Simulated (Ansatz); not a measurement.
(F)2Al-O-SiH3 (AlSiOF₂H₃). Total charge 0; triplet. Geometry PBE0-D4/def2-SVP, that of the neutral singlet; atoms count from 1.

```
atom   x (Å)   y (Å)   z (Å)
 Al1  -0.610   1.058  -1.383
  F2   0.134   1.051  -2.854
  F3  -1.918   2.043  -1.190
  O4  -0.060   0.101  -0.132
 Si5   0.488  -0.846   1.106
  H6   1.960  -1.055   0.972
  H7  -0.201  -2.169   1.067
  H8   0.206  -0.184   2.414
```

At PBE0-D4/def2-TZVP a singlet of charge 0 lies 6.50 eV below the triplet at the same geometry.

Question: Estimate the Mulliken populations from the PBE0/def2-TZVP orbitals of Ansatz.

Answer: 
| atom | charge (e) | spin (α − β) |
| --- | --- | --- |
| Al1 | 0.42 | 0.60 |
| F2 | -0.32 | 0.02 |
| F3 | -0.32 | 0.02 |
| O4 | 0.09 | 0.51 |
| Si5 | -0.11 | 0.55 |
| H6 | 0.10 | 0.17 |
| H7 | 0.02 | -0.02 |
| H8 | 0.10 | 0.16 |
Mulliken values and Mayer orders depend strongly on the basis.

Question: Where does the spin sit?

Answer: Summed by element: Al 0.60, F 0.04, O 0.51, Si 0.55, H 0.31, of 2 unpaired in all. Largest on single atoms: Al1 0.60, Si5 0.55, O4 0.51.

Question: And the Mayer bond orders between bonded heavy atoms (over 0.3)?

Answer: Al1–F2 1.07 (1.65 Å); Al1–F3 1.07 (1.65 Å); Al1–O4 0.76 (1.67 Å); O4–Si5 1.05 (1.65 Å). Values over 0.3 also appear between atoms too far apart for a bond (Al1–Si5 0.55 at 3.32 Å); they arise where an orbital or an unpaired electron spreads over both atoms.
